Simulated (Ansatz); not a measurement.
Ansatz (a quantum-chemistry and plane-wave program) input file for C₃H₆GeO, SMILES [C]1([GeH2][O]C=1)C, PBE-D3(BJ)/def2-SVP. 

Ansatz 0.2 input:
```yaml
crystal:
  periodic: [false, false, false]
  atoms:
    - {symbol: C, position_ang: [2.47746098, -0.00268812, -0.37981653]}
    - {symbol: C, position_ang: [1.01493559, -0.26073894, -0.28965875]}
    - {symbol: C, position_ang: [0.26117318, -1.28122040, -0.70971211]}
    - {symbol: O, position_ang: [-1.05688492, -1.09712122, -0.41262802]}
    - {symbol: Ge, position_ang: [-0.64430127, 0.56104238, 0.39166140]}
    - {symbol: H, position_ang: [2.67948817, 0.90658350, -0.94577546]}
    - {symbol: H, position_ang: [2.91513715, 0.11484882, 0.61166891]}
    - {symbol: H, position_ang: [2.96374381, -0.83919654, -0.87906099]}
    - {symbol: H, position_ang: [0.53052502, -2.19087115, -1.22681940]}
    - {symbol: H, position_ang: [-1.43390390, 1.62075153, -0.35128392]}
    - {symbol: H, position_ang: [-1.10368887, 0.47938219, 1.83425434]}
basis:
  gaussian:
    orbitals: def2-SVP
hamiltonian:
  xc: pbe
  dispersion: d3bj
relax: {f_tol: 0.002, max_steps: 200}
```

Log of the run:

```
Functional definition: PBE
integrals: 0.06 GiB planned
1316 factors; their error is unknown
mean field: 0.36 GiB planned
mean field evaluation 1: about -61734.9924 eV, gradient 7.1e1 eV
mean field evaluation 2: about -61656.7966 eV, gradient 1.7e2 eV
mean field evaluation 4: about -61745.0614 eV, gradient 2.8e1 eV
mean field evaluation 8: about -61746.8545 eV, gradient 2.6e-1 eV
mean field evaluation 16: about -61746.7813 eV, gradient 1.5e-3 eV
mean field -61746.78132181 eV, -2269.1523601051 hartree, gradient 1.1e-5 eV, S^2 0.000000; 0 other end points of the search recorded, 0 dependent functions left out
the calculation of the forces begins
reference -61746.78135817 eV, -2269.1523614410 hartree; 32, 32 occupied and 86, 86 virtual orbitals, 1316 factors
relax step   1: F+E_penalty+E_count = -61747.00202507 eV  Δ(F+E_penalty+E_count) = +0.000e0 eV  max|allowed force component| = 1.262e0 eV/Å  Δτ_max = 0.0000 Å  (30 SCF iters, accepted)
these checks for a lower state are left out or cut short: starts, cluster_reference, orbital_swaps, neighbouring_geometries, increment
integrals: 0.06 GiB planned
1316 factors; their error is unknown
mean field: 0.36 GiB planned
mean field -61746.92212664 eV, -2269.1575345871 hartree, gradient 1.7e-5 eV, S^2 0.000000; 0 other end points of the search recorded, 0 dependent functions left out
the calculation of the forces begins
reference -61746.92216319 eV, -2269.1575359302 hartree; 32, 32 occupied and 86, 86 virtual orbitals, 1316 factors
relax step   2: F+E_penalty+E_count = -61747.14100499 eV  Δ(F+E_penalty+E_count) = -1.390e-1 eV  max|allowed force component| = 3.963e-1 eV/Å  Δτ_max = 0.0744 Å  (31 SCF iters, accepted)
these checks for a lower state are left out or cut short: starts, cluster_reference, orbital_swaps, neighbouring_geometries, increment
integrals: 0.06 GiB planned
1316 factors; their error is unknown
mean field: 0.36 GiB planned
mean field evaluation 32: about -61746.9295 eV, gradient 1.3e-3 eV
mean field -61746.92947997 eV, -2269.1578048170 hartree, gradient 2.5e-5 eV, S^2 0.000000; 0 other end points of the search recorded, 0 dependent functions left out
the calculation of the forces begins
reference -61746.92951654 eV, -2269.1578061608 hartree; 32, 32 occupied and 86, 86 virtual orbitals, 1316 factors
relax step   3: F+E_penalty+E_count = -61747.14807704 eV  Δ(F+E_penalty+E_count) = -7.072e-3 eV  max|allowed force component| = 8.828e-2 eV/Å  Δτ_max = 0.0105 Å  (32 SCF iters, accepted)
these checks for a lower state are left out or cut short: starts, cluster_reference, orbital_swaps, neighbouring_geometries, increment
integrals: 0.06 GiB planned
1316 factors; their error is unknown
mean field: 0.36 GiB planned
mean field -61746.92973882 eV, -2269.1578143295 hartree, gradient 2.5e-5 eV, S^2 0.000000; 0 other end points of the search recorded, 0 dependent functions left out
the calculation of the forces begins
reference -61746.92977535 eV, -2269.1578156719 hartree; 32, 32 occupied and 86, 86 virtual orbitals, 1316 factors
relax step   4: F+E_penalty+E_count = -61747.14846583 eV  Δ(F+E_penalty+E_count) = -3.888e-4 eV  max|allowed force component| = 3.189e-2 eV/Å  Δτ_max = 0.0051 Å  (32 SCF iters, accepted)
these checks for a lower state are left out or cut short: starts, cluster_reference, orbital_swaps, neighbouring_geometries, increment
integrals: 0.06 GiB planned
1316 factors; their error is unknown
mean field: 0.36 GiB planned
mean field -61746.92977550 eV, -2269.1578156775 hartree, gradient 2.5e-5 eV, S^2 0.000000; 0 other end points of the search recorded, 0 dependent functions left out
the calculation of the forces begins
reference -61746.92981201 eV, -2269.1578170192 hartree; 32, 32 occupied and 86, 86 virtual orbitals, 1316 factors
relax step   5: F+E_penalty+E_count = -61747.14854398 eV  Δ(F+E_penalty+E_count) = -7.815e-5 eV  max|allowed force component| = 1.774e-2 eV/Å  Δτ_max = 0.0038 Å  (33 SCF iters, accepted)
these checks for a lower state are left out or cut short: starts, cluster_reference, orbital_swaps, neighbouring_geometries, increment
integrals: 0.06 GiB planned
1316 factors; their error is unknown
mean field: 0.36 GiB planned
mean field -61746.92979685 eV, -2269.1578164621 hartree, gradient 2.4e-5 eV, S^2 0.000000; 0 other end points of the search recorded, 0 dependent functions left out
the calculation of the forces begins
reference -61746.92983337 eV, -2269.1578178040 hartree; 32, 32 occupied and 86, 86 virtual orbitals, 1316 factors
relax step   6: F+E_penalty+E_count = -61747.14855145 eV  Δ(F+E_penalty+E_count) = -7.463e-6 eV  max|allowed force component| = 1.010e-2 eV/Å  Δτ_max = 0.0021 Å  (23 SCF iters, accepted)
these checks for a lower state are left out or cut short: starts, cluster_reference, orbital_swaps, neighbouring_geometries, increment
integrals: 0.06 GiB planned
1316 factors; their error is unknown
mean field: 0.36 GiB planned
mean field -61746.92980490 eV, -2269.1578167578 hartree, gradient 8.1e-5 eV, S^2 0.000000; 0 other end points of the search recorded, 0 dependent functions left out
the calculation of the forces begins
reference -61746.92984141 eV, -2269.1578180996 hartree; 32, 32 occupied and 86, 86 virtual orbitals, 1316 factors
relax step   7: F+E_penalty+E_count = -61747.14856323 eV  Δ(F+E_penalty+E_count) = -1.178e-5 eV  max|allowed force component| = 1.939e-3 eV/Å  Δτ_max = 0.0011 Å  (21 SCF iters, accepted)
integrals: 0.06 GiB planned
1316 factors; their error is unknown
mean field: 0.36 GiB planned
mean field evaluation 64: about -61745.2710 eV, gradient 2.7e1 eV
mean field -61746.92980490 eV, -2269.1578167578 hartree, gradient 8.1e-5 eV, S^2 0.000000; 1 other end points of the search recorded, 0 dependent functions left out
the calculation of the forces begins
reference -61746.92984141 eV, -2269.1578180996 hartree; 32, 32 occupied and 86, 86 virtual orbitals, 1316 factors
Total energy: -61747.14859974 eV, -2269.1658573200 hartree
Atom 0 at     2.460229     0.013358    -0.369033 Å, force     0.000182     0.001244     0.000376 eV/Å
Atom 1 at     0.998233    -0.257152    -0.286834 Å, force     0.000583    -0.001710    -0.001873 eV/Å
Atom 2 at     0.225453    -1.299384    -0.711933 Å, force    -0.000508    -0.000360     0.001939 eV/Å
Atom 3 at    -1.110625    -1.156690    -0.433984 Å, force    -0.000001     0.000061    -0.000494 eV/Å
Atom 4 at    -0.667660     0.513436     0.368259 Å, force    -0.000625     0.000591     0.000433 eV/Å
Atom 5 at     2.688554     0.942322    -0.935536 Å, force    -0.000125    -0.000311     0.000277 eV/Å
Atom 6 at     2.927094     0.129790     0.633189 Å, force    -0.000216    -0.000388    -0.000159 eV/Å
Atom 7 at     2.984232    -0.821195    -0.880991 Å, force     0.000336     0.000048    -0.000157 eV/Å
Atom 8 at     0.525215    -2.226272    -1.239969 Å, force     0.000094     0.001046    -0.000139 eV/Å
Atom 9 at    -1.385027     1.672428    -0.375479 Å, force     0.000179    -0.000430     0.000332 eV/Å
Atom 10 at    -1.042014     0.500129     1.875141 Å, force     0.000102     0.000207    -0.000536 eV/Å
Dipole moment:     0.244448     0.276045     0.106459 e Å
```

The calculation finished and met its thresholds.
